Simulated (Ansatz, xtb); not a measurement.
**Relative energy of two isomers of C2H10B2Si**

Structure a is `B[C@H]([SiH3])BC`, a singlet and structure b is `BCBC[SiH3]`, a singlet. Both are isolated molecules in the gas phase, relaxed with PBE0-D3(BJ)/def2-SVP; each stands in its lowest conformer found.

Q: Estimate E(b) − E(a) at the level CCSD(T)/def2-SVP + ΔMP2/def2-TZVPP.

A: Calculated at CCSD(T)/def2-SVP + ΔMP2/def2-TZVPP: E(b) − E(a) = +4.4 kcal/mol, so structure a lies lower.

How the difference moves with the method:

| level | geometry | E(b) − E(a) (kcal/mol) | departure from the last row (kcal/mol) | job, with rough time for the two |
| --- | --- | --- | --- | --- |
| GFN2-xTB | GFN2-xTB | +1.5 | −2.9 | optimisation, 2.1 s |
| HF/STO-3G | GFN2-xTB | +2.9 | −1.5 | single point, 1.9 s |
| r2SCAN-D4/def2-SVP | GFN2-xTB | +3.9 | −0.5 | single point, 9.9 s |
| PBE0-D3(BJ)/def2-SVP | PBE0-D3(BJ)/def2-SVP | +3.7 | −0.7 | optimisation, 7.8 min |
| HF/def2-SVP | PBE0-D3(BJ)/def2-SVP | +4.4 | 0.0 | part of the CCSD(T) run |
| MP2/def2-SVP | PBE0-D3(BJ)/def2-SVP | +4.7 | +0.3 | part of the CCSD(T) run |
| CCSD(T)/def2-SVP | PBE0-D3(BJ)/def2-SVP | +4.4 | 0.0 | single point |
| CCSD(T)/def2-SVP + ΔMP2/def2-TZVPP | PBE0-D3(BJ)/def2-SVP | +4.4 |  | single point, 84 s |

As drawn, both hold the same kinds of bond in the same numbers. Structure a has 1 methyl group, b 0.

The levels shown agree on the order. The largest departure from CCSD(T)/def2-SVP + ΔMP2/def2-TZVPP is that of GFN2-xTB, 2.9 kcal/mol. The last row adds to CCSD(T) the change of the MP2 difference between the two basis sets, here 0.0 kcal/mol.

With thermal terms from frequencies at re-optimised GFN2-xTB minima (ideal gas, soft modes damped towards free rotors, one conformer each, 298.15 K, 1 atm): on the last row, ΔE + ΔZPE = +4.6, ΔH = +4.4, ΔG = +4.9 kcal/mol.

The correlated steps freeze 9 core orbitals. Mirror images aren't counted in ΔG. Programs: Ansatz 0.2.0, xtb 6.7.1; the last row on 2 threads of Intel(R) Xeon(R) Processor @ 2.50GHz (Skylake/Cascade Lake) on a shared host.
